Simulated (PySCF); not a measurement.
Computed Raman spectrum (relative Raman activity) of a molecule C₃H₄O₂Si. Geometry optimised at PBE-D3(BJ)/def2-SVP. Other conformers were not sampled. Computed with PBE-D3(BJ)/def2-SVP in PySCF. Frequencies are harmonic and unscaled.

```json
[
 {"ν (cm⁻¹)": "491", "relative intensity": "2.5"},
 {"ν (cm⁻¹)": "541", "relative intensity": "4.3"},
 {"ν (cm⁻¹)": "643", "relative intensity": "3.6"},
 {"ν (cm⁻¹)": "705", "relative intensity": "4.3"},
 {"ν (cm⁻¹)": "754", "relative intensity": "5.1"},
 {"ν (cm⁻¹)": "843", "relative intensity": "2.1"},
 {"ν (cm⁻¹)": "938", "relative intensity": "8.4"},
 {"ν (cm⁻¹)": "1019", "relative intensity": "4.2"},
 {"ν (cm⁻¹)": "1167", "relative intensity": "4.1"},
 {"ν (cm⁻¹)": "1575", "relative intensity": "9.0"},
 {"ν (cm⁻¹)": "1816", "relative intensity": "17"},
 {"ν (cm⁻¹)": "2193", "relative intensity": "100"},
 {"ν (cm⁻¹)": "2197", "relative intensity": "45"},
 {"ν (cm⁻¹)": "3122", "relative intensity": "44"},
 {"ν (cm⁻¹)": "3147", "relative intensity": "59"}
]
```

Question: Which molecule gave these data?
(A) O=C1CC(=O)[SiH2]1
(B) C=C1OC(=O)[SiH2]1
(C) O=C1C=C[SiH2]O1
(D) C#C[SiH2]OC=O

Answer: C, O=C1C=C[SiH2]O1
